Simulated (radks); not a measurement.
Q: The nitrogen anion N3-, [Ne], held by a Watson sphere: a shell of charge +3.61 at radius R that stands for the Madelung well of a crystal (potential energy -3.61/R inside, -3.61/r outside, in hartree with lengths in bohr). Calculated with a radial shooting solver on a logarithmic mesh with Libxc functionals: scalar-relativistic Kohn-Sham, r2SCAN, spin-polarised, spherical densities, finite nucleus; meta-GGA in the generalised Kohn-Sham scheme; Fermi nuclear charge, rms radius of each element as measured or else 0.836 A^(1/3) + 0.57 fm.

| R (bohr) | e(1s) (eV) | e(2s) (eV) | e(2p) (eV) | <r> 2p (bohr) | sum of <r^2> (bohr^2) | X-ray form factor at sin(theta)/lambda = 0.2 1/angstrom |
|---|---|---|---|---|---|---|
| 1.73 | -387.92 | -28.261 | -15.766 | 1.557 | 22.87 | 5.652 |
| 2.04 | -388.08 | -25.666 | -13.776 | 1.687 | 26.67 | 5.298 |
| 2.7 | -387.83 | -21.644 | -10.510 | 1.947 | 35.14 | 4.805 |
| 2.86 | -387.69 | -20.926 | -9.888 | 2.008 | 37.32 | 4.729 |
| 3.34 | -387.23 | -19.230 | -8.338 | 2.189 | 44.27 | 4.579 |

Estimate the row for R = 1.62 bohr.

A: e(1s) (eV) -387.84; e(2s) (eV) -29.298; e(2p) (eV) -16.555; <r> 2p (bohr) 1.509; sum of <r^2> (bohr^2) 21.55; X-ray form factor at sin(theta)/lambda = 0.2 1/angstrom 5.798.
